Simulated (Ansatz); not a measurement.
Start from `O[SiH]1[SiH2][SiH2]1` and change one atom or group to get `C[SiH]1[SiH2][SiH2]1`.

Ansatz, PBE0-D4/def2-TZVP geometries, multiplicity 1. Each molecule was computed in one conformer, which needn't be the lowest.

```csv
property,`O[SiH]1[SiH2][SiH2]1`
HOMO–LUMO gap (B3LYP/def2-TZVPP) / eV,5.14
HOMO energy (PBE0/def2-TZVPP) / eV,-6.77
HOMO energy (ωB97M-V/def2-TZVPP) / eV,-8.69
size of the dipole moment (B3LYP/def2-TZVPP) / D,1.25
size of the dipole moment (PBE/def2-TZVPP) / D,1.23
LUMO energy (B3LYP/def2-TZVPP) / eV,-1.43
```

Question: What does the change do to each property? (Estimate.)

Answer: Computed: 
```json
{"property": "HOMO–LUMO gap (B3LYP/def2-TZVPP) / eV", "`C[SiH]1[SiH2][SiH2]1`": "5.38", "shift": "0.24"}
{"property": "HOMO energy (PBE0/def2-TZVPP) / eV", "`C[SiH]1[SiH2][SiH2]1`": "-6.68", "shift": "0.09"}
{"property": "HOMO energy (ωB97M-V/def2-TZVPP) / eV", "`C[SiH]1[SiH2][SiH2]1`": "-8.61", "shift": "0.08"}
{"property": "size of the dipole moment (B3LYP/def2-TZVPP) / D", "`C[SiH]1[SiH2][SiH2]1`": "1.17", "shift": "-0.08"}
{"property": "size of the dipole moment (PBE/def2-TZVPP) / D", "`C[SiH]1[SiH2][SiH2]1`": "1.23", "shift": "0.00"}
{"property": "LUMO energy (B3LYP/def2-TZVPP) / eV", "`C[SiH]1[SiH2][SiH2]1`": "-1.10", "shift": "0.33"}
```

With PBE0 the HOMO rises by 0.09 eV and the LUMO rises by 0.31 eV, so the gap widens by about 0.22 eV. PBE moves the HOMO by 0.06 eV and ωB97M-V by 0.08 eV. Dipoles are sizes alone; their direction can turn.

B3LYP here is the variant with VWN-RPA as its local correlation; programs differ in this.
